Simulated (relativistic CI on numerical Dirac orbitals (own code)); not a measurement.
## One change at a time: Hg XLIII

Base calculation: Dirac-Coulomb-Breit CI, separate exchange-only KLI orbitals for each configuration, model QED (radiative potential, 1s self-energy scaled to tabulated hydrogen-like ionisation energies), unscaled Slater integrals.

Configuration list (outside the closed core [Ar] 3d10): 4s2 4p6 4d2, 4s2 4p6 4d 4f, 4s2 4p5 4d3, 4s 4p6 4d3, 4s2 4p5 4d2 4f, 4s 4p6 4d2 4f, 4s2 4p6 4d 5s, 4s2 4p6 4f 5s, 4s2 4p6 4d 5p, 4s2 4p6 4f2, 4s2 4p5 4f3, 4s 4p6 4f3, 4s2 4p6 4f 5p, 4s2 4p5 4f2 5p, 4s 4p6 4f2 5p. Double excitations out of closed p, d and f shells are left out; levels of such configurations are missing from the list, as are those of other unlisted configurations, and high levels can miss mixing partners.

Variants: (1) QED terms removed; (2) one mean potential for all configurations. Shifts of the energy above 4s2 4p6 4d2 3F_2, in cm⁻¹, for the lowest level and the first level of each name with at least 55 % of one term (blank where a level changes its place among those of its configuration and J or its character, or is not in the variant):

| Level | Base | Δ(1) | Δ(2) |
| --- | --- | --- | --- |
| 4s2 4p6 4d2 3F_2 | 0 | 0 | 0 |
| 4s2 4p6 4d2 3P_0 | 80424 | -12 | -14 |
| 4s2 4p6 4d2 3F_3 | 218227 | -560 | +23 |
| 4s2 4p6 4d2 3P_1 | 267186 | -551 | +12 |
| 4s2 4p6 4d2 1G_4 | 267670 | -569 | +10 |
| 4s2 4p6 4d2 3F_4 | 466705 | -1111 | +36 |
| 4s2 4p6 4d2 1S_0 | 587345 | -1109 | +7 |
| 4s2 4p5 4d3 5D°_0 | 1486527 | +2577 | -161 |
| 4s2 4p5 4d3 3P°_1 | 1929715 | +1481 | -187 |
| 4s2 4p5 4d3 3I°_7 | 1934941 | +1505 | -165 |
| 4s2 4p6 4d 4f 3H°_4 | 1961006 | +84 | -1056 |

At this charge energies of transitions that change n are usually good to better than 1 %, and those within a shell (Δn = 0) to a few per cent.

Ionisation energy from the two ground configurations alone: base 2052.84 eV. The NIST ASD value (theoretical) is 2052 eV.

LS names give the leading component of a level, which can be under half, so a name can repeat, a term be missing and a line seem to break the LS rules.
